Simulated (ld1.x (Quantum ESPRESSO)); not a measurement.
**Pd (Z = 46), TM: configuration errors across variants**

* Element: palladium (Pd)
* Generator: ld1.x (Quantum ESPRESSO) 7.5
* Type: norm-conserving Troullier–Martins (Kleinman–Bylander form)
* Functional: PBE
* Relativity: fully relativistic
* Frozen core: [Ar] 3d10
* Valence charge: 18
* Reference configuration: 4s2 4p6 4d9.5 5s0 5p0 (charge +0.5)
* Partial waves: 4p (bound): rc 0.95 bohr; 4d (bound): rc 1.90 bohr; 4s (bound): rc 1.05 bohr
* Local potential: the s channel
* Core correction: Bessel-smoothed model core inside 0.75 bohr

Open shells are filled in proportion to 2j + 1 (rel_dist='average').

All-electron excitation energies from the reference (eV): (1) 4s2 4p6 4d10 5s0 5p0 -3.236; (2) 4s2 4p6 4d9 5s0 5p0 5.883; (3) 4s2 4p6 4d8 5s0 5p0 26.702; (4) 4s2 4p6 4d9 5s1 5p0 -1.733; (5) 4s2 4p5 4d10 5s0 5p0 54.035; (6) 4s2 4p6 4d9 5s0 5p1 2.001; (7) 4s2 4p6 4d6 5s0 5p0 110.399.

The overlap operator is not positive definite (basis up to 400 Ry) in “type ultrasoft; waves now 4s (bound): rc 1.05 bohr; 5s (bound): rc 1.05 bohr; 4p (bound): rc 0.95 bohr; 5p (bound): rc 0.95 bohr; 4d (bound): rcut 1.65, rcutus 1.90 bohr; 4d channel at 2.15 Ry: rcut 1.65, rcutus 1.90 bohr; local potential all-electron potential smoothed inside 0.75 bohr (lloc = -2); augmentation built from norm-conserving waves at rcut, not smoothed further”. Such files are unfit for use, however small their errors in these radial tests.

3 further variants failed, have other tests or another functional or relativity, and are left out.

Errors AE − PS in meV (a dash: test not solved or not reliable):

| change | (1) | (2) | (3) | (4) | (5) | (6) | (7) | bound ghosts |
| --- | --- | --- | --- | --- | --- | --- | --- | --- |
| base | -0.1 | -0.1 | +2.0 | +98 | -30 | +27 | +69 | not determined |
| type ultrasoft; waves now 4s (bound): rc 1.05 bohr; 5s (bound): rc 1.05 bohr; 4p (bound): rc 0.95 bohr; 5p (bound): rc 0.95 bohr; 4d (bound): rcut 1.65, rcutus 1.90 bohr; 4d channel at 2.15 Ry: rcut 1.65, rcutus 1.90 bohr; local potential all-electron potential smoothed inside 0.75 bohr (lloc = -2); augmentation built from norm-conserving waves at rcut, not smoothed further | -11 | -19 | -249 | -497 | -185 | -21 | -1792 | not determined (overlap not positive) |
| all radii but the core radius scaled by about 0.87 (s 0.92, p 0.82, d 1.66 bohr) | +0.1 | +0.1 | +3.3 | +69 | -7.8 | +39 | +52 | not determined |
| wave 4d (bound): rc 1.90 bohr becomes 4d (bound): rc 2.22 bohr | -0.5 | -0.5 | +1.1 | +101 | -89 | +28 | +160 | not determined |
| core correction Bessel-smoothed model core inside 1.16 bohr | -0.1 | -0.1 | +1.9 | +98 | -28 | +27 | +66 | not determined |
| wave 4s (bound): rc 1.05 bohr becomes 4s (bound): rc 1.04 bohr | -0.1 | -0.1 | +2.0 | +98 | -30 | +27 | +69 | not determined |
| wave 4p (bound): rc 0.95 bohr becomes 4p (bound): rc 0.94 bohr | -0.1 | -0.1 | +2.0 | +98 | -30 | +27 | +69 | not determined |

(1) Give the same row for: wave 4s (bound): rc 1.05 bohr becomes 4s (bound): rc 1.16 bohr.

Answers

(1) 0.0, 0.0, +4.0, +195, -27, +36, +87; bound ghosts: not determined.
